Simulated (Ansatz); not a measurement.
The cluster Y4⁺. Total charge 1; doublet. Geometry B3LYP-D4/def2-SVP, that of the neutral singlet; atoms count from 1.

Cartesian coordinates in Å:
```
Y -0.0141 1.4270 -1.6049
Y 1.2827 0.4833 1.3810
Y 0.4736 -1.7778 -0.6300
Y -1.7423 -0.1326 0.8539
```

In the def2 sets Y takes a core potential; there is no spin–orbit coupling. The charge 1 doublet is spin-contaminated (final ⟨S²⟩ up to 1.67, 0.75 for a pure state). The structure comes from a short search, and lower isomers may exist.

Problem. Estimate the Mulliken populations from the PBE0/def2-TZVP orbitals of Ansatz.

Solution. 
| atom | charge (e) | spin (α − β) | d electrons |
| --- | --- | --- | --- |
| Y1 | 0.23 | -0.49 | 1.23 |
| Y2 | 0.25 | 0.29 | 1.39 |
| Y3 | 0.27 | 0.91 | 1.41 |
| Y4 | 0.25 | 0.29 | 1.39 |
Mulliken values and Mayer orders depend strongly on the basis.

Problem. Where does the spin sit?

Solution. Summed by element: Y 1.00, of 1 unpaired in all. Largest on single atoms: Y3 0.91, Y1 -0.49, Y2 0.29.

Problem. And the Mayer bond orders between bonded heavy atoms (over 0.3)?

Solution. Y1–Y2 0.97 (3.39 Å); Y1–Y3 0.97 (3.39 Å); Y1–Y4 0.97 (3.39 Å); Y2–Y3 1.18 (3.13 Å); Y2–Y4 1.18 (3.13 Å); Y3–Y4 1.18 (3.13 Å).
